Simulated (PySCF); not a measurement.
C4H11B.
Bonds: B1–C2, C2–C3, C2–C4, C2–C5. Hydrogens: H6, H7 on B1; H8, H9, H10 on C3; H11, H12, H13 on C4; H14, H15, H16 on C5.

A PySCF run (density fitting, gas phase, GFN2-xTB geometry) gave HOMO -6.85 eV, LUMO -2.10 eV, dipole 0.51 D.

**Question.** Which of these levels was it?
A. PBE0/pcSseg-1
B. PBE0/6-31++G**
C. B97-D/6-31++G**
D. WP04/ANO-RCC-VDZP
E. wB97X-D/def2-SVPD

**Answer.** C. It is B97-D/6-31++G**. All candidates on this geometry:

```json
{"level and settings": "B97-D/6-31++G**", "kind": "GGA", "basis functions": "156", "SCF cycles": "13", "E (Eh)": "-183.7391", "HOMO (eV)": "-6.85", "LUMO (eV)": "-2.10", "dipole (D)": "0.51"}
{"level and settings": "WP04/ANO-RCC-VDZP", "kind": "global hybrid fitted to proton shifts", "basis functions": "125", "SCF cycles": "14", "E (Eh)": "-189.0667", "HOMO (eV)": "-9.30", "LUMO (eV)": "-2.88", "dipole (D)": "0.42"}
{"level and settings": "PBE0/6-31++G**", "kind": "global hybrid", "basis functions": "156", "SCF cycles": "12", "E (Eh)": "-183.6457", "HOMO (eV)": "-8.17", "LUMO (eV)": "-1.34", "dipole (D)": "0.47"}
{"level and settings": "PBE0/pcSseg-1", "kind": "global hybrid", "basis functions": "140", "SCF cycles": "12", "E (Eh)": "-183.6059", "HOMO (eV)": "-8.25", "LUMO (eV)": "-1.31", "dipole (D)": "0.46"}
{"level and settings": "wB97X-D/def2-SVPD", "kind": "range-separated hybrid", "basis functions": "188", "SCF cycles": "13", "E (Eh)": "-183.6896", "HOMO (eV)": "-10.12", "LUMO (eV)": "0.60", "dipole (D)": "0.45"}
```

The nearest other candidate, by the summed differences of HOMO and LUMO, is PBE0/6-31++G**: its HOMO differs by -1.32 eV and its LUMO by +0.76 eV. B97-D and wB97X-D ran without the empirical dispersion term, which would shift the total energy alone. Cycle counts include a coarse-grid stage where the run had one. All basis functions are spherical, in the Pople sets too. WP04 was designed for NMR shieldings or shifts; total energies of different functionals aren't comparable. ANO-RCC sets were contracted for a scalar-relativistic Hamiltonian, but ran non-relativistically here.
